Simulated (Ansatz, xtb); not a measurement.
**Relative energy of two isomers of C3H4BrN3**

We compare X, `Cn1cnc(Br)n1`, a singlet, with Y, `Cc1nc(Br)n[nH]1`, a singlet. Both are isolated molecules in the gas phase, relaxed with B3LYP-D3(BJ)/def2-SVP.

Problem. Estimate E(Y) − E(X) at the level CCSD(T)/def2-SVP + ΔMP2/def2-TZVPP.

Solution. Calculated at CCSD(T)/def2-SVP + ΔMP2/def2-TZVPP: E(Y) − E(X) = −6.2 kcal/mol, so structure Y lies lower.

How the difference moves with the method:

```csv
level,geometry,E(Y) − E(X) (kcal/mol),departure from the last row (kcal/mol),"job, with rough time for the two"
GFN2-xTB,GFN2-xTB,0.0,+6.2,"optimisation, 0.1 s"
HF/STO-3G,GFN2-xTB,−4.8,+1.4,"single point, 0.4 s"
r2SCAN-D4/def2-SVP,GFN2-xTB,−6.6,−0.4,"single point, 3.4 s"
B3LYP-D3(BJ)/def2-SVP,B3LYP-D3(BJ)/def2-SVP,−6.0,+0.2,"optimisation, 26 s"
HF/def2-SVP,B3LYP-D3(BJ)/def2-SVP,−6.3,−0.1,part of the CCSD(T) run
MP2/def2-SVP,B3LYP-D3(BJ)/def2-SVP,−5.4,+0.8,part of the CCSD(T) run
CCSD(T)/def2-SVP,B3LYP-D3(BJ)/def2-SVP,−5.6,+0.6,single point
CCSD(T)/def2-SVP + ΔMP2/def2-TZVPP,B3LYP-D3(BJ)/def2-SVP,−6.2,,"single point, 71 s"
```

As drawn, Y has 1 C–C, 1 N–H in place of 1 C–N, 1 C–H.

GFN2-xTB finds them nearly level. The largest departure from CCSD(T)/def2-SVP + ΔMP2/def2-TZVPP is that of GFN2-xTB, 6.2 kcal/mol. The last row adds to CCSD(T) the change of the MP2 difference between the two basis sets, here −0.6 kcal/mol.

With thermal terms from frequencies at re-optimised GFN2-xTB minima (ideal gas, soft modes damped towards free rotors, one conformer each, 298.15 K, 1 atm): on the last row, ΔE + ΔZPE = −6.2, ΔH = −6.2, ΔG = −5.9 kcal/mol.

The correlated steps freeze 15 core orbitals; the filled d shell of Br is correlated, in a basis made for valence electrons. Run with Ansatz 0.2.0, xtb 6.7.1; the last row on 4 threads of Arm Neoverse V2 on a shared host.
